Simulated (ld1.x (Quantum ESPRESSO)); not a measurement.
Varying the TM potential for Mo

Base potential:

molybdenum, norm-conserving Troullier–Martins (Kleinman–Bylander form), made with ld1.x (Quantum ESPRESSO) 7.5 (PBE, scalar-relativistic). Core [Ar] 3d10 4s2, reference 4p6 4d5 5s0 5p0 (charge +1). Waves: 4p (bound): rc 1.30 bohr; 4d (bound): rc 1.95 bohr; 5s (bound, empty): rc 2.05 bohr. Local part: the s channel. Core correction: none.

All-electron outer shells of the reference configuration (PBE, scalar-relativistic, ld1.x):

```json
{"shell": "4s", "level (eV)": "-71.11", "outermost node (bohr)": "0.51", "outermost maximum (bohr)": "0.99"}
{"shell": "4p", "level (eV)": "-45.29", "outermost node (bohr)": "0.52", "outermost maximum (bohr)": "1.08"}
{"shell": "4d", "level (eV)": "-10.41", "outermost node (bohr)": "0.53", "outermost maximum (bohr)": "1.38"}
{"shell": "5s", "level (eV)": "-9.83", "outermost node (bohr)": "1.34", "outermost maximum (bohr)": "2.79"}
{"shell": "5p", "level (eV)": "-5.91", "outermost node (bohr)": "1.53", "outermost maximum (bohr)": "3.53"}
```

Cutoffs, loose and tight: the cutoffs (Ry, on a coarse ladder) from which the occupation-weighted sum of valence levels, in a spherical-Bessel basis at the reference potential, stays within 10 and 1 mRy of its value at 400 Ry. They do not see the model core or the augmentation charge, which bear on the density cutoff. Test errors are all-electron minus pseudo excitation energies from the reference, over the configurations 4p6 4d5 5s1 5p0; 4p6 4d4 5s0 5p0; 4p6 4d3 5s0 5p0; 4p6 4d6 5s0 5p0; 4p6 4d4 5s1 5p1; 4p6 4d4 5s2 5p0; 4p6 4d5.5 5s0.5 5p0. A dash means not determined; rows that change the core or the reference have their own tests. The largest error is taken over the tests solved by every variant that gives reliable tests at all: 4p6 4d3 5s0 5p0; 4p6 4d5 5s1 5p0; 4p6 4d5.5 5s0.5 5p0; 4p6 4d6 5s0 5p0.

A true bound ghost makes a file unfit for plane-wave use even where its test errors are small: the radial tests pick states by their node count and pass the ghost by. Where a test does run into it, the solver fails or the error is huge.

```csv
change,outcome,"cutoff, loose","cutoff, tight",bound ghosts,largest test error (meV)
base,generated,80 Ry,120 Ry,none,-215
"all radii scaled by about 0.77 (s 1.58, p 1.00, d 1.50 bohr)",generated,120 Ry,230 Ry,s (extra level of the local part),-172
"all radii scaled by about 0.86 (s 1.76, p 1.12, d 1.68 bohr)",generated,100 Ry,140 Ry,s (extra level of the local part),-176
"all radii scaled by about 0.91 (s 1.86, p 1.18, d 1.78 bohr)",generated,100 Ry,140 Ry,s (extra level of the local part),-183
"all radii scaled by about 1.07 (s 2.20, p 1.40, d 2.08 bohr)",generated,60 Ry,110 Ry,none,-241
"all radii scaled by about 1.14 (s 2.34, p 1.48, d 2.22 bohr)",generated,55 Ry,100 Ry,none,-257
"all radii scaled by about 1.20 (s 2.46, p 1.56, d 2.34 bohr)",generated,50 Ry,90 Ry,none,-245
"all radii scaled by about 1.29 (s 2.64, p 1.68, d 2.52 bohr)",generated,45 Ry,55 Ry,none,-227
"all radii scaled by about 1.40 (s 2.86, p 1.82, d 2.72 bohr)",generated,35 Ry,50 Ry,none,-163
```

Reading the sweep of the scale of all radii (base = 1) (base included, trends over the rows without a ghost): The loose cutoff falls from 80 Ry at 1 to 35 Ry at 1.4. A larger radius leaves more room for a smooth pseudo-wave, so fewer plane waves are needed; a smaller one forces it to follow the all-electron wave where it bends sharply. The median size of the test errors (rows with all tests solved) is not monotonic: lowest 32.1 meV at 1, highest 56.6 meV at 1.14. Bound ghosts are found at 0.77, 0.86, 0.91.
